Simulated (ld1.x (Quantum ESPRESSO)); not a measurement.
# sulfur (S): variants of one TM potential

Base potential:

| Quantity | Value |
| --- | --- |
| Element | sulfur |
| Generator | ld1.x (Quantum ESPRESSO) 7.5 |
| Type | norm-conserving Troullier–Martins (Kleinman–Bylander form) |
| Functional | PBE |
| Relativity | non-relativistic |
| Frozen core | [Ne] |
| Valence charge | 6 |
| Reference configuration | 3s2 3p4 |
| Partial waves | 3p (bound): rc 1.40 bohr; 3s (bound): rc 1.40 bohr |
| Local potential | the s channel |
| Core correction | none |

All-electron outer shells of the reference configuration (PBE, non-relativistic, ld1.x):

```
shell  level (eV)  outermost node (bohr)  outermost maximum (bohr)
   2p     -156.49                      –                      0.33
   3s      -17.14                   0.60                      1.42
   3p       -7.02                   0.58                      1.61
```

Cutoffs, loose and tight: the cutoffs (Ry, on a coarse ladder) from which the occupation-weighted sum of valence levels, in a spherical-Bessel basis at the reference potential, stays within 10 and 1 mRy of its value at 400 Ry. They do not see the model core or the augmentation charge, which bear on the density cutoff. Test errors are all-electron minus pseudo excitation energies from the reference, over the configurations 3s2 3p3; 3s2 3p2; 3s2 3p1; 3s1 3p5; 3s2 3p4.3; 3s2 3p0; 3s2 3p3.5. A dash means not determined; rows that change the core or the reference have their own tests.

```csv
change,outcome,"cutoff, loose","cutoff, tight",bound ghosts,largest test error (meV)
base,generated,40 Ry,60 Ry,none,+170
"all radii scaled by about 0.76 (s 1.06, p 1.06 bohr)",generated,110 Ry,230 Ry,none,+189
"all radii scaled by about 0.90 (s 1.26, p 1.26 bohr)",generated,55 Ry,110 Ry,none,+162
"all radii scaled by about 1.26 (s 1.76, p 1.76 bohr)",generated,30 Ry,50 Ry,none,+275
```

Question: What comes out with this change to the base: all radii scaled by about 1.11 (s 1.56, p 1.56 bohr)?

Answer: outcome: generated; cutoff, loose: 35 Ry; cutoff, tight: 55 Ry; bound ghosts: none; largest test error (meV): +208.

Question: What comes out with this change to the base: all radii scaled by about 1.37 (s 1.92, p 1.92 bohr)?

Answer: outcome: generated; cutoff, loose: 21 Ry; cutoff, tight: 40 Ry; bound ghosts: none; largest test error (meV): +326.

Reading the sweep of the scale of all radii (base = 1) (base included, trends over the rows without a ghost): The loose cutoff falls from 110 Ry at 0.76 to 21 Ry at 1.37. A larger radius leaves more room for a smooth pseudo-wave, so fewer plane waves are needed; a smaller one forces it to follow the all-electron wave where it bends sharply. The median size of the test errors (rows with all tests solved) is not monotonic: lowest 2.6 meV at 1, highest 8.1 meV at 1.37.
